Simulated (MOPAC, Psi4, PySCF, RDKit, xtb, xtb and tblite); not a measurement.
Conformational energy of SMILES c1cc(C(=O)O)c(C)cc1. Scanned: dihedral C2–C7–C8–O9; all other coordinates were relaxed at GFN2-xTB. Points at φ and −φ are mirror images.

Geometry of the scan point at 180° (Å):
```
18

C      0.3023     2.2254     0.1704
C     -0.2754     0.8558     0.0128
C     -1.6490     0.7251    -0.1642
C     -2.2549    -0.5081    -0.3161
C     -1.4880    -1.6619    -0.2942
C     -0.1249    -1.5586    -0.1204
C      0.4959    -0.3159     0.0337
C      1.9646    -0.3731     0.2096
O      2.5959    -1.4040     0.2222
O      2.5842     0.8092     0.3588
H      0.8173     2.3172     1.1244
H      1.0315     2.4270    -0.6115
H     -0.4833     2.9757     0.1210
H     -2.2580     1.6178    -0.1831
H     -3.3249    -0.5683    -0.4514
H     -1.9506    -2.6299    -0.4115
H      0.5003    -2.4385    -0.0989
H      3.5362     0.6543     0.4651
```

Methods: GFN2-xTB (xtb and tblite); MMFF94 // GFN2-xTB (RDKit); PBE/def2-SVP // GFN2-xTB (Psi4); PBE-D3(BJ)/def2-SVP // GFN2-xTB (Psi4); UFF // GFN2-xTB (RDKit); PM6, restricted, heats of formation // GFN2-xTB (MOPAC); PM3, restricted, heats of formation // GFN2-xTB (MOPAC); GFN1-xTB // GFN2-xTB (xtb); RKS-B3LYP/6-31G* = restricted B3LYP/6-31G*, spherical d, density fitting // GFN2-xTB (PySCF); RHF/STO-3G = restricted Hartree-Fock/STO-3G // GFN2-xTB run with PySCF; RMP2/3-21G = PySCF 2.14.0 with restricted MP2 (frozen core)/3-21G // GFN2-xTB; RHF/3-21G = restricted Hartree-Fock/3-21G, density fitting // GFN2-xTB in PySCF.

Least-squares fit of E(φ) = a0 + Σ (a_n cos nφ + b_n sin nφ), n = 1 to 4, to the 12 scan points, in kJ/mol above the lowest point of each profile (levels whose profile four harmonics don't fit are not listed):

```json
[
 {"method": "GFN2-xTB", "a0": "5.82", "a1": "-1.74", "b1": "0.00", "a2": "-4.54", "b2": "0.00", "a3": "-0.23", "b3": "0.00", "a4": "0.67", "b4": "0.00", "rms of fit": "0.01"},
 {"method": "MMFF94", "a0": "6.25", "a1": "-2.60", "b1": "0.00", "a2": "-5.14", "b2": "0.00", "a3": "-0.93", "b3": "0.00", "a4": "2.08", "b4": "0.00", "rms of fit": "0.24"},
 {"method": "PBE/def2-SVP", "a0": "12.52", "a1": "-1.97", "b1": "0.00", "a2": "-11.47", "b2": "0.00", "a3": "-0.27", "b3": "0.00", "a4": "1.14", "b4": "0.00", "rms of fit": "0.12"},
 {"method": "PBE-D3(BJ)/def2-SVP", "a0": "12.54", "a1": "-1.93", "b1": "0.00", "a2": "-11.50", "b2": "0.00", "a3": "-0.33", "b3": "0.00", "a4": "1.15", "b4": "0.00", "rms of fit": "0.13"},
 {"method": "UFF", "a0": "7.99", "a1": "2.28", "b1": "0.00", "a2": "-7.05", "b2": "0.00", "a3": "-1.51", "b3": "0.00", "a4": "4.07", "b4": "0.00", "rms of fit": "0.46"},
 {"method": "PM6", "a0": "5.22", "a1": "-2.55", "b1": "0.00", "a2": "-2.65", "b2": "0.00", "a3": "-0.21", "b3": "0.00", "a4": "0.21", "b4": "0.00", "rms of fit": "0.10"},
 {"method": "PM3", "a0": "3.58", "a1": "-0.95", "b1": "0.00", "a2": "4.00", "b2": "0.00", "a3": "-0.48", "b3": "0.00", "a4": "0.65", "b4": "0.00", "rms of fit": "0.23"},
 {"method": "GFN1-xTB", "a0": "10.24", "a1": "-2.06", "b1": "0.00", "a2": "-8.98", "b2": "0.00", "a3": "-0.32", "b3": "0.00", "a4": "1.00", "b4": "0.00", "rms of fit": "0.08"},
 {"method": "RKS-B3LYP/6-31G*", "a0": "12.17", "a1": "-1.99", "b1": "0.00", "a2": "-11.26", "b2": "0.00", "a3": "-0.37", "b3": "0.00", "a4": "1.37", "b4": "0.00", "rms of fit": "0.08"},
 {"method": "RHF/STO-3G", "a0": "8.88", "a1": "-2.41", "b1": "0.00", "a2": "-6.77", "b2": "0.00", "a3": "-0.91", "b3": "0.00", "a4": "0.98", "b4": "0.00", "rms of fit": "0.16"},
 {"method": "RMP2/3-21G", "a0": "17.53", "a1": "-2.23", "b1": "0.00", "a2": "-16.86", "b2": "0.00", "a3": "-0.16", "b3": "0.00", "a4": "2.02", "b4": "0.00", "rms of fit": "0.44"},
 {"method": "RHF/3-21G", "a0": "21.85", "a1": "-2.63", "b1": "0.00", "a2": "-20.45", "b2": "0.00", "a3": "-0.53", "b3": "0.00", "a4": "2.01", "b4": "0.00", "rms of fit": "0.39"}
]
```
